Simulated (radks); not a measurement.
Values are calculated unless marked as measured or tabulated.
Q: The mean radii <r> (bohr) of the occupied orbitals of an atom or ion are listed with their occupations. Level of theory: scalar-relativistic Kohn-Sham, exchange-only LDA, spin-polarised, spherical densities, finite nucleus; Fermi nuclear charge, rms radius of each element as measured or else 0.836 A^(1/3) + 0.57 fm (a radial shooting solver on a logarithmic mesh with Libxc functionals).

orbital  occ.      <r>
1s up       1  0.02076
1s down     1  0.02076
2s up       1  0.08816
2s down     1  0.08816
2p up       3  0.07809
2p down     3  0.07809
3s up       1   0.2302
3s down     1   0.2301
3p up       3   0.2291
3p down     3   0.2290
3d up       5   0.2080
3d down     5   0.2079
4s up       1   0.5192
4s down     1   0.5192
4p up       3   0.5505
4p down     3   0.5506
4d up       5   0.5967
4d down     5   0.5972
5s up       1    1.274
5s down     1    1.281
5p up       3    1.520
5p down     3    1.526
4f up       7   0.8449
6s up       1    3.674
4f down     4   0.8668

Name the element and its charge. Open shells, if any, are filled with parallel spins first.

A: Z = 67, holmium, charge +1: Ho+ in [Xe] 4f11 6s1. The 1s radius gives Z: for a bare nucleus <r> = (2 gamma + 1)/(2Z) with gamma = sqrt(1 - (Z/c)^2), 0.02048 bohr for Z = 67, and screening makes it slightly larger (0.02076 here). The occupations add up to 66, and the charge is Z minus that.
